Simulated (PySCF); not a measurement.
Two species compared at the same levels of theory.

First species: C₂H₁₃PSi₃.
InChI=1S/C2H13PSi3/c1-5-3(4)6-2/h5-6H2,1-2,4H3

Second species: C8H18S.
SMILES: `S([C@@H](CC)C(C)(C)C)C`

Levels: PBE0/pcSseg-1 for dipole moment, HOMO energy, LUMO energy and HOMO–LUMO gap; GFN2-xTB for rotational constant A and rotational constant C. Geometries: GFN2-xTB. Each structure is a single optimised conformer of the isolated species, non-relativistic unless stated; the electronic structure was computed with PySCF and density fitting.

Dipoles, sizes and rotational constants follow the conformer. The torsions of the flexible species, by atom-mapped SMILES:
- `[CH3:1][SiH2:2][P:3]([SiH3:4])[SiH2:5][CH3:6]`: C1–Si2–P3–Si4 -170°, Si2–P3–Si5–C6 -167°
- `[CH3:1][CH2:2][C@H:3]([S:4][CH3:5])[C:6]([CH3:7])([CH3:8])[CH3:9]`: C1–C2–C3–S4 -66°, C2–C3–S4–C5 118°, C2–C3–C6–C7 59°

(1) Which of the two has the higher dipole moment, and by how much?

(2) Which of the two has the higher HOMO–LUMO gap, and by how much?

(3) Which has the higher LUMO energy?

(4) Which has the higher rotational constant C?

(5) Which of the two has the higher rotational constant A, and by how much?

(6) Which of the two has the higher HOMO energy, and by how much?

Results:

(1) The second: 1.51 D against 0.98 D, a difference of 0.53 D.

(2) The second: 7.18 eV against 6.94 eV, a difference of 0.24 eV.

(3) The second: 1.01 eV against 0.01 eV, a difference of 1.00 eV.

(4) The second: 0.833 GHz against 0.708 GHz, a difference of 0.125 GHz.

(5) The first: 1.666 GHz against 1.568 GHz, a difference of 0.098 GHz.

(6) The second: -6.17 eV against -6.93 eV, a difference of 0.76 eV.

On the first: The dipole equals about 3.3 × 10⁻³⁰ C·m (1 D = 3.33564 × 10⁻³⁰ C·m).

On the second: The dipole matches unit charges of opposite sign 0.32 Å apart (1 e·Å = 4.8032 D).
